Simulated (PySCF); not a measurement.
An unknown shows these calculated signals:

$^{1}$H NMR (300 MHz, computed): δ 5.06 (m, 1H), 2.25 (m, 1H), 2.23 (m, 1H), 2.21 (m, 1H), 2.19 (m, 1H), 2.04 (s, 3H), 1.88 (m, 1H), 1.76 (m, 1H), 1.75 (m, 1H).

$^{13}$C{$^{1}$H} NMR (computed): δ 180.2 (C), 26.4 (CH2), 23.9 (CH2), 23.8 (CH), 23.4 (CH2), 22.5 (CH3).

How the numbers were obtained: structure optimised with PBE0-D3(BJ)/def2-SVP, σ from GIAO-B3LYP/pcSseg-1, in PySCF (one averaged value for each set of equivalent atoms, no relativistic terms, single conformer, isolated molecule).

δ = σ(ref) − σ, references computed at the same level: $^{1}$H, $^{13}$C vs TMS.

**Question.** Which of these does the molecule contain: a Si–H bond, an NH or NH2 group, a non-aromatic C=C double bond, a ketone?

**Answer.** 
- A Si–H bond: yes (δH 5.06 (m)).
- An NH or NH2 group: no.
- A non-aromatic C=C double bond: no.
- A ketone: no.

The data belong to `CC(=O)O[Si@@H](F)C1CCC1`, C6H11FO2Si; they needn't prove each group on their own.

Carbon signals by region: 1 in the far downfield region (above 160 ppm), 5 below 50 ppm. Above 160 ppm: 180.2, carbonyl carbon.

Splittings by $^{19}$F in the carbon and heteronuclear signals aren't shown, as no couplings were computed. Shifts are as computed. Against solution values, carbons near 30 ppm lie about +2 ppm off and those near 130 ppm about +6 ppm. Of 1211 compounds with measured shifts, 218 miss one by over three times the rms of a fit or turn the order of signals round; such compounds aren't used in these exercises. No couplings were computed; multiplicities are counted from neighbouring protons, with m where these are inequivalent, close in shift, in a saturated or five-membered ring or joined by F or P, and br s for small geminal =CH2 splittings.
